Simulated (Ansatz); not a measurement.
Ansatz results at the PBE0-D4/def2-TZVP geometry: HOMO–LUMO gap (PBE/def2-TZVPP) 5.71 eV; size of the dipole moment (ωB97M-V/def2-TZVPP) 3.93 D; size of the dipole moment (PBE/def2-TZVPP) 3.91 D.

Each molecule was computed in one conformer, which needn't be the lowest.

(1) Which molecule gave them?
A. `CC[O][Zr]([OH])([Cl])[O]C`
B. `[OH][Zr]([OH])([OH])[F]`
C. `[OH][Zr]([F])([F])[F]`
D. `C[N](C)[Zr]([I])([N](C)C)[N](C)C`

## Answers

(1) A. The others give `[OH][Zr]([F])([F])[F]`: 6.98, 2.64, 2.58; `C[N](C)[Zr]([I])([N](C)C)[N](C)C`: 4.12, 3.99, 4.01; `[OH][Zr]([OH])([OH])[F]`: 6.38, 3.21, 3.12.
